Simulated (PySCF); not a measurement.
CH5GaO2. Atoms are numbered in the order given.

```xyz
9

Ga     0.0025     0.0008     0.0018
C     -1.3708    -1.3965    -0.0568
H     -0.9732    -2.3050    -0.5346
H     -2.2324    -1.0368    -0.6371
H     -1.7050    -1.6590     0.9584
O     -0.2144     1.5268    -0.9069
H      0.5281     2.1367    -0.8045
O      1.5636    -0.0219     0.8942
H      1.7355    -0.8223     1.4053
```
Charge 0, spin multiplicity 1.

Coordinates come from a B3LYP-D3(BJ)/def2-SVP optimisation. The structure was generated by enumeration; whether it is a known compound was not checked. The values are those of a single conformer.

Computed with PBE/pcSseg-1 (PySCF).

GIAO shieldings, no solvent; atoms listed in one row are averaged. δ = σ(ref) − σ: ¹³C against TMS (σ = 182.0 ppm); ¹H against TMS (σ = 31.49 ppm); ¹⁷O against H2O (σ = 334.3 ppm), references at their B3LYP-D3(BJ)/def2-TZVP geometries, non-relativistic.

Computed chemical shifts:
| nucleus | atoms | count | δ (ppm) |
|---|---|---|---|
| ¹³C | C2 | 1 | -7.1 |
| ¹H | H9 | 1 | 2.91 |
| ¹H | H7 | 1 | 2.61 |
| ¹H | H3, H4, H5 | 3 | 0.52 |
| ¹⁷O | O8 | 1 | 97.1 |
| ¹⁷O | O6 | 1 | 80.6 |
